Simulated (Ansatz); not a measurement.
Mulliken charges of CH₄AlBrFN, SMILES `C[NH][Al]([F])[Br]` from r2SCAN/def2-TZVPP in Ansatz (PBE0-D4/def2-TZVP geometry).

| atom | x (Å) | y (Å) | z (Å) | charge (e) |
| --- | --- | --- | --- | --- |
| C1 | -0.789 | -0.925 | 0.574 | -0.035 |
| N2 | -0.131 | 0.351 | 0.371 | -0.348 |
| Al3 | 0.996 | 0.795 | -0.889 | 0.673 |
| F4 | 1.418 | -0.314 | -2.025 | -0.353 |
| Br5 | 1.876 | 2.851 | -0.978 | -0.235 |
| H6 | -0.534 | -1.369 | 1.543 | 0.055 |
| H7 | -0.480 | -1.631 | -0.199 | 0.052 |
| H8 | -1.880 | -0.839 | 0.520 | 0.055 |
| H9 | -0.387 | 1.036 | 1.065 | 0.137 |

**Question.** By hand: the dipole of these point charges (1 e Å = 4.8032 D).

**Answer.** Σ q r = (-0.409, -0.178, 0.446) e Å, of length 0.631 e Å = 3.03 D.

**Question.** How does the dipole of the full density compare? (Best estimate.)

**Answer.** Computed: (-0.326, -0.101, 0.378) e Å, 2.45 D; the point charges give 1.24 times that, at 5° from its direction.

Point charges leave out the atoms' own dipoles, such as those of lone pairs, and Mulliken's split depends on the basis, so the two needn't agree.
